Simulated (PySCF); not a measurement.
C3H6BNO, SMILES CB(O)CC#N. Heavy atoms are numbered as in [CH3:1][B:2]([OH:3])[CH2:4][C:5]#[N:6]. Hydrogens are named by the atom that carries them.

Coordinates come from a ωB97X-D3(BJ)/def2-SVP optimisation. The structure was generated by enumeration, and PubChem lists no compound with its InChIKey, so it may never have been made. The values are those of a single conformer.

These are PBE/pcSseg-1 run with PySCF values and carry that method's errors.

GIAO shieldings, no solvent; atoms alike by connectivity are averaged. δ = σ(ref) − σ: ¹³C against TMS (σ = 182.0 ppm); ¹¹B against BF3 (σ = 83.9 ppm); ¹⁷O against H2O (σ = 334.3 ppm); ¹⁵N against NH3 (σ = 267.0 ppm); ¹H against TMS (σ = 31.49 ppm), references at their B3LYP-D3(BJ)/def2-TZVP geometries, non-relativistic.

```tsv
nucleus	atoms	count	δ (ppm)
¹³C	C5	1	120.6
¹³C	C4 (CH2)	1	15.1
¹³C	C1 (CH3)	1	6.3
¹¹B	B2	1	36.1
¹⁷O	O3 (OH)	1	210.3
¹⁵N	N6	1	305.0
¹H	H on O3	1	7.32
¹H	H on C4	2	2.08
¹H	H on C1	3	0.82
```
